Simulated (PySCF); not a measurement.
C4H8OSi, SMILES [SiH2](C#C)CCO.

Coordinates come from a PBE-D3(BJ)/def2-SVP optimisation. The structure was generated by enumeration, and PubChem lists no compound with its InChIKey, so it may never have been made. One conformer was computed; it need not be the lowest.

The numbers are results of PBE-D3(BJ)/def2-SVP run with PySCF 2.14.0, not measurements.

Frequencies are harmonic and unscaled.

| mode | ν (cm⁻¹) | IR (km/mol) | moving atoms (share of kinetic energy) |
|---|---|---|---|
| 1 | 54 | 2.1 | O 45 %, C 36 %, H 14 % |
| 2 | 99 | 2.0 | C 57 %, H 30 %, Si 9 % |
| 3 | 131 | 0.7 | O 31 %, H 24 %, C 23 %, Si 22 % |
| 4 | 215 | 0.1 | C 55 %, H 33 % |
| 5 | 237 | 4.7 | C 63 %, H 31 % |
| 6 | 331 | 8.5 | C 44 %, H 44 % |
| 7 | 353 | 155.3 | H 74 %, C 17 % |
| 8 | 460 | 24.6 | H 46 %, C 29 %, O 15 %, Si 9 % |
| 9 | 535 | 5.1 | H 63 %, C 19 %, Si 16 % |
| 10 | 587 | 13.9 | C 57 %, Si 26 %, H 17 % |
| 11 | 652 | 14.4 | C 42 %, Si 30 %, H 29 % |
| 12 | 682 | 8.9 | H 78 %, C 16 % |
| 13 | 691 | 37.1 | H 79 %, C 21 % |
| 14 | 698 | 29.2 | H 77 %, C 23 % |
| 15 | 790 | 52.8 | H 59 %, C 28 % |
| 16 | 818 | 184.1 | H 73 %, C 13 %, Si 11 % |
| 17 | 921 | 26.5 | H 54 %, C 37 %, O 9 % |
| 18 | 922 | 70.7 | H 94 % |
| 19 | 941 | 61.3 | H 72 %, C 21 % |
| 20 | 1076 | 12.1 | H 52 %, C 37 %, O 11 % |
| 21 | 1083 | 89.4 | H 56 %, C 23 %, O 21 % |
| 22 | 1162 | 17.7 | H 57 %, C 41 % |
| 23 | 1244 | 8.7 | H 79 %, C 21 % |
| 24 | 1326 | 1.4 | H 78 %, C 19 % |
| 25 | 1362 | 41.8 | H 80 %, C 16 % |
| 26 | 1371 | 4.7 | H 90 %, C 9 % |
| 27 | 1436 | 1.3 | H 93 % |
| 28 | 2084 | 24.2 | C 90 %, H 9 % |
| 29 | 2157 | 108.2 | H 97 % |
| 30 | 2176 | 87.9 | H 97 % |
| 31 | 2903 | 84.4 | H 93 % |
| 32 | 2960 | 12.4 | H 94 % |
| 33 | 3016 | 6.5 | H 91 %, C 9 % |
| 34 | 3029 | 17.1 | H 91 %, C 9 % |
| 35 | 3391 | 49.8 | H 86 %, C 14 % |
| 36 | 3692 | 18.7 | H 94 % |
